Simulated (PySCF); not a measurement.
Compound: C7H8FNSi.
SMILES with atom numbers: `[CH3:1][C:2]#[C:3][c:4]1[c:5]([F:6])[cH:7][cH:8][n:9]1[SiH3:10]`

NICS is the negative of the GIAO shielding at a point without a nucleus: at the ring centre (0) and 1 Å above and below it (1); zz is the component along the ring normal. Level: GIAO PBE0/pcSseg-1 (PySCF, non-relativistic, gas phase) on the PBE0-D3(BJ)/def2-SVP geometry, one conformer.

Ring bond lengths (Å), with Mayer bond orders in brackets: C4–C5 1.386 (1.41), C5–C7 1.411 (1.41), C7–C8 1.379 (1.49), C8–N9 1.371 (1.17), N9–C4 1.393 (0.99).

**Question.** What do the NICS probes read (ppm)?

**Answer.** 
| ring | type | NICS(0) | NICS(1), two faces | NICS(1)zz, two faces | rms pucker (Å) | centre to ring atoms, mean (Å) |
| --- | --- | --- | --- | --- | --- | --- |
| C4–C5–C7–C8–N9 | 5-membered ring with N; formal bonds all aromatic | -14.8 | -10.3 / -10.3 | -25.0 / -25.0 | 0.00 | 1.18 |

**Question.** What do they say, and how far can they be read as aromaticity?

**Answer.** 
- C4–C5–C7–C8–N9: mean NICS(1)zz -25.0 ppm, shielded, aromatic by this magnetic criterion (flat ring, no four-coordinate atom).

**Question.** How equal are the bonds by HOMA? HOMA = 1 − mean of α(R − Ropt)² over the ring bonds, with Krygowski's 1993 parameters (CC: Ropt 1.388 Å, α 257.7 Å⁻²; CN: Ropt 1.334 Å, α 93.52 Å⁻²).

**Answer.** 
- C4–C5–C7–C8–N9: HOMA 0.88; the largest term is that of N9–C4, α(R − Ropt)² = 0.32. The geometric and the magnetic index point the same way.

**Question.** What is the mean of the two in-plane components of NICS at the first NICS(1) probe listed for ring C4–C5–C7–C8–N9, 1 Å off the ring?

**Answer.** The isotropic value is a third of the trace: (3 × -10.3 − (-25.0))/2 = -3.0 ppm.

**Question.** List the ring angles and the Hirshfeld charges of the ring atoms.

**Answer.** 
- C4–C5–C7–C8–N9: C4 106.6° (-0.005 e), C5 109.3° (+0.057 e), C7 105.8° (-0.108 e), C8 109.7° (-0.021 e), N9 108.6° (-0.103 e); sum 540.0° against 540° for a flat convex ring.

**Question.** What are the shieldings of the ring atoms and their hydrogens in the same run (means over atoms taken as equivalent)?

**Answer.** 
```
  atoms                          environment  σ isotropic (ppm)  principal values of the symmetric part, first atom (ppm)
     C4          substituted aromatic carbon               76.1                                         25.1, 69.6, 133.6
     C5                  aromatic C–F carbon               18.2                                         -39.6, 21.3, 72.9
     C7                   aromatic CH carbon               78.5                                         15.7, 64.0, 155.9
     C8  aromatic CH next to a ring nitrogen               57.6                                        -15.4, 53.9, 134.4
     N9                pyrrole-type nitrogen              102.7                                         18.8, 95.1, 194.3
H on C7                    aromatic hydrogen              25.15                                          22.6, 25.5, 27.4
H on C8                    aromatic hydrogen              24.96                                          21.1, 25.7, 28.1
```

**Question.** How do the values depend on the level or the medium?

**Answer.** 
| level | NICS(0), C4–C5–C7–C8–N9 | mean NICS(1)zz, C4–C5–C7–C8–N9 |
| --- | --- | --- |
| PBE0/pcSseg-1, gas | -14.8 | -25.0 |
| PBE0/pcSseg-1, IEF-PCM chloroform | -14.8 | -25.2 |
| PBE0/pcSseg-1, IEF-PCM water | -14.8 | -25.2 |

The geometry is the same throughout; the continuum's cavity takes Bondi-type radii × 1.2.

Hardware: an Intel Xeon at 2.50 GHz with one thread, on a shared host. Cost: 2.4 min wall (with the writing of density and orbital grids), 0.95 GiB resident at most. This is the whole shielding run at PBE0/pcSseg-1, SCF included.
